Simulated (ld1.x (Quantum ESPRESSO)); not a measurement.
**Cutoff test, titanium (Ti), PAW**

```
Element                 : titanium
Generator               : ld1.x (Quantum ESPRESSO) 7.5
Type                    : PAW
Functional              : LDA (PZ)
Relativity              : scalar-relativistic
Frozen core             : [Ne]
Valence charge          : 12
Reference configuration : 3s2 3p6 3d2 4s0 4p0 (charge +2)
Partial waves           : 3s (bound): rcut 1.55, rcutus 1.65 bohr; 4s (bound, empty): rcut 1.55, rcutus 1.65 bohr; 3p (bound): rcut 1.50, rcutus 1.65 bohr; 4p (bound, empty): rcut 1.50, rcutus 1.65 bohr; 3d (bound): rcut 1.75, rcutus 2.45 bohr; 3d channel at -1 Ry: rcut 1.75, rcutus 2.45 bohr
Local potential         : all-electron potential smoothed inside 1.36 bohr (lloc = -2)
Core correction         : Bessel-smoothed model core inside 1.35 bohr
Augmentation charge     : BESSEL, radius 1.55 bohr
```

The pseudo-atom Hamiltonian at the reference potential is diagonalised in spherical Bessel functions j_l(qr) that vanish at 20 bohr, with q² up to the cutoff. All-electron valence levels (Ry): 3s -5.7519, 4s -1.2447, 3p -4.0250, 4p -0.9074, 3d -1.4645.

Task: How do the lowest levels (Ry) of each channel move with the cutoff, and are there ghosts?

Result:

| cutoff (Ry) | s #1 | s #2 | s #3 | p #1 | p #2 | d #1 | d #2 | f #1 | Σ f·Δε (mRy) |
| --- | --- | --- | --- | --- | --- | --- | --- | --- | --- |
| 8 | -5.6163 | -1.1620 | -0.4655 | -3.4926 | -0.7768 | -1.3849 | -0.4401 | -0.2792 | 3624.8 |
| 12 | -5.7240 | -1.1997 | -0.4766 | -3.8506 | -0.8298 | -1.4529 | -0.4592 | -0.2794 | 1125.6 |
| 18 | -5.7499 | -1.2235 | -0.4837 | -3.9933 | -0.8609 | -1.4642 | -0.4743 | -0.2795 | 195.1 |
| 25 | -5.7515 | -1.2367 | -0.4879 | -4.0217 | -0.8795 | -1.4643 | -0.4800 | -0.2796 | 21.1 |
| 30 | -5.7516 | -1.2423 | -0.4898 | -4.0243 | -0.8903 | -1.4645 | -0.4806 | -0.2796 | 5.2 |
| 40 | -5.7519 | -1.2446 | -0.4908 | -4.0246 | -0.9043 | -1.4645 | -0.4806 | -0.2796 | 3.0 |
| 50 | -5.7519 | -1.2446 | -0.4908 | -4.0249 | -0.9071 | -1.4645 | -0.4807 | -0.2796 | 0.7 |
| 60 | -5.7519 | -1.2447 | -0.4908 | -4.0250 | -0.9072 | -1.4645 | -0.4807 | -0.2796 | 0.3 |
| 400 | -5.7520 | -1.2447 | -0.4908 | -4.0250 | -0.9074 | -1.4645 | -0.4807 | -0.2796 | 0.0 |

Result: no extra level below or beside the all-electron valence levels (s, p, d, f tested); 10 mRy is reached at 30 Ry and 1 mRy at 50 Ry.
